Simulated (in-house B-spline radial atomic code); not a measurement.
Values are calculated unless marked as measured or tabulated.
**Building a PAW p channel for F, r_c = 0.816 bohr**

F, [He] 2s2 2p5, non-relativistic PBE, spherical and spin-unpolarised, from a B-spline radial code for spherical atoms (atomic units; all potentials screened as in the neutral atom).

Two all-electron partial waves φ1, φ2 are integrated outwards at E1 = ε(2p) = -0.408704 and E2 = E1 + 2 hartree; φ1 is the bound orbital and φ2 has unit norm inside r_c = 0.8156 bohr. Smooth partners are polynomials, r^2(a0 + a1 r² + a2 r⁴ + a3 r⁶), matched to φ and three derivatives at r_c, with no condition on the norm. The local potential is -15.2861 + (47.2492) r² + (-66.3821) r⁴ + (35.7843) r⁶ inside 0.6678 bohr and the all-electron one outside.

| wave | φ(r_c) | φ'(r_c) | a0 | a1 | a2 | a3 |
| --- | --- | --- | --- | --- | --- | --- |
| 1 | 0.8933009 | -0.2200059 | 5.239751 | -11.16049 | 10.47517 | -3.764442 |
| 2 | 0.9164711 | -2.975059 | 10.05356 | -25.00002 | 23.58184 | -8.426771 |

Inside r_c the overlaps are <φi φj> = [[0.38869, 0.61400], [0.61400, 1.00000]] and, for the smooth waves, [[0.32169, 0.48013], [0.48013, 0.73441]]. With χj = (Ej − T − V_local) applied to smooth wave j, the program's quadrature gives the matrix B_ij = <smooth i, χj> as [[-0.32867, -0.76587], [-0.49814, -1.17071]].

(1) Check the match of the first wave, and find the augmentation charges q_ij.

(2) B isn't symmetric. Show that D_ij = B_ij + Ej q_ij is.

Solving (T + V_local + Σ p D p) ψ = E (1 + Σ p q p) ψ in a sphere of 9 bohr gives these levels:

```json
{"all-electron": "-0.408704", "one projector": "-0.408703", "two projectors": "-0.408703"}
{"all-electron": "0.085967", "one projector": "0.086072", "two projectors": "0.085968"}
{"all-electron": "0.333583", "one projector": "0.334099", "two projectors": "0.333583"}
{"all-electron": "0.728364", "one projector": "0.730111", "two projectors": "0.728364"}
{"all-electron": "1.255590", "one projector": "1.260170", "two projectors": "1.255590"}
```

(3) What does the second projector gain?

Results:

(1) At r_c the four terms are 3.48550, -4.93847, 3.08336, -0.73709, which sum to 0.8933, φ1(r_c) to rounding. q_ij is the all-electron overlap less the smooth one: [[0.06699, 0.13387], [0.13387, 0.26559]]. The smooth first wave has a norm of 0.3217 inside r_c against 0.3887, and q11 > 0 puts back the missing charge.

(2) Integrating by parts gives B12 − B21 = (E1 − E2) q12: -0.76587 − (-0.49814) = -0.26773, and −2 × (0.13387) = -0.26773. So D12 = -0.76587 + (1.591296)(0.13387) = -0.55285 and D21 = -0.49814 + (-0.408704)(0.13387) = -0.55285; D11 = -0.35605, D22 = -0.74808. The projectors, p = (B⁻¹)ᵀ χ, are dual to the smooth waves; det B = 0.0033, small beside B11 B22, as the two smooth waves look alike inside r_c.

(3) With one projector the errors are 0.00, +0.10, +0.52, +1.75, +4.58 millihartree. With two the errors are 0.00, 0.00, 0.00, 0.00, 0.00 millihartree. The scattering is exact at E1 and at E2 = 1.591, and over all levels compared the largest error is under 0.01 millihartree. The lowest eigenvalue of the overlap operator is 1 with one and 0.9489 with two projectors. The smooth orbital alone needs a cutoff of 42.3 hartree for 1 millihartree of kinetic energy, against 78.9 for a norm-conserving Troullier-Martins orbital of the same radius; part of the gain comes from giving up the norm, part from the simpler form.
